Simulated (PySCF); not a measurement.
A PySCF script (with the pyscf-properties extension) for the NMR shieldings of `InChI=1S/C3H9BO3/c1-2-7-3-4(5)6/h5-6H,2-3H2,1H3`, on a GFN2-xTB geometry:

```python
import basis_set_exchange as bse
import numpy as np
from pyscf import gto, dft
from pyscf.prop import nmr

atoms = """
C    -2.349725    0.003754    0.678064
C    -1.466173   -0.415509   -0.495450
O    -0.186462    0.176376   -0.494728
C     0.702241   -0.321423    0.502221
B     2.152202    0.333795    0.259189
O     2.351283    1.201247   -0.758654
O     3.165174    0.008232    1.084518
H    -1.963208   -0.386164    1.616233
H    -2.393019    1.088242    0.741155
H    -3.354610   -0.382601    0.531276
H    -1.922067   -0.088839   -1.434758
H    -1.370805   -1.512090   -0.514273
H     0.747023   -1.418211    0.441183
H     0.330443   -0.077530    1.505305
H     1.558086    1.356365   -1.275013
H     3.992019    0.443301    0.869807
"""
names = dict.fromkeys(["C", "O", "B", "H"], "pcSseg-1")
basis = {el: gto.basis.parse(bse.get_basis(n, elements=[el], fmt="nwchem")) for el, n in names.items()}
mol = gto.M(atom=atoms, basis=basis, charge=0, verbose=0)
mf = dft.RKS(mol, xc="PBE0")
mf.grids.level = 2
mf.grids.alignment = dft.numint.BLKSIZE   # the property module wants whole blocks of grid points
mf.conv_tol = 1e-9
mf.kernel()

calc = nmr.RKS(mf)   # GIAO
C = mf.mo_coeff
Co = C[:, mf.mo_occ > 0]
resp = mf.gen_response(singlet=True, hermi=2)
def vind(x):   # induced exchange potential for any number of trial vectors
    d = np.einsum("pi,xij,qj->xpq", C, 2 * x.reshape(-1, C.shape[1], Co.shape[1]), Co, optimize=True)
    return np.einsum("xpq,pi,qj->xij", resp(d - d.transpose(0, 2, 1)), C, Co, optimize=True).ravel()
mo1, _ = nmr.rhf.solve_mo1(calc, with_cphf=vind)
sigma = calc.kernel(mo1)
for i, s in enumerate(sigma):   # ppm
    print("%2d %-2s %9.2f" % (i, mol.atom_pure_symbol(i), np.trace(s) / 3))
```

**Question.** What does it print?

**Answer.** 
```
 0 C     172.13
 1 C     114.93
 2 O     309.38
 3 C     127.07
 4 B      71.16
 5 O     210.64
 6 O     228.33
 7 H      29.96
 8 H      30.74
 9 H      30.96
10 H      27.64
11 H      28.31
12 H      28.97
13 H      28.08
14 H      26.04
15 H      27.55
```

These numbers come from an equivalent density-fitted implementation of the same equations, which agrees with the script to about 0.01 ppm for H and up to a few tenths of a ppm for heavy atoms, so last digits may differ.

Size and cost of the density-fitted run: 164 basis functions, 28 s wall time on 1 thread of an Intel Xeon Platinum 8259CL, shared host; peak memory 0.74 GiB.
